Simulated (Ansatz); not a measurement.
A made-up structure of HSeO2 (charge -1), singlet:

```tsv
atom	x (Å)	y (Å)	z (Å)
O1	-0.6307	0.8373	-2.1593
Se2	-0.6297	0.0335	0.8125
O3	-0.3584	0.1790	-1.0481
H4	0.1260	-0.6215	-1.2664
```

It is relaxed with PBE-D4/def2-SVPD and then PBE0-D4/def2-TZVPD (Ansatz 0.2.0). Atoms count as bonded within 1.22 times the sum of their covalent radii (H–H: 0.88 Å). The end point is not checked to be a true minimum.

(1) Does its bonding change? (A judgement: the text doesn't fix the answer.)

## Answers

(1) By the calculation: No: no bond forms or breaks.

Where it ends: The first stage lowers the energy by 1.02 eV in 9 steps. It ends as HSeO₂ ([O][OH][Se]), total charge -1:
```csv
atom,x (Å),y (Å),z (Å)
O1,-0.7969,0.8088,-2.1019
Se2,-0.7467,0.0415,0.7740
O3,0.0018,0.2549,-1.0464
H4,0.0490,-0.6770,-1.2869
```

Labels in which every atom is bracketed show which atoms are joined, not bond orders.

For scale, one of the runs: PBE0-D4/def2-TZVPD relaxation, 146 basis functions, launched by `ansatz run in.yaml --threads 2 --pin off --events-out ev --progress --plain --max-ram 4352MiB`. Hardware: 2 CPU threads of an Arm Neoverse V1, shared host. Wall time about 28 s.
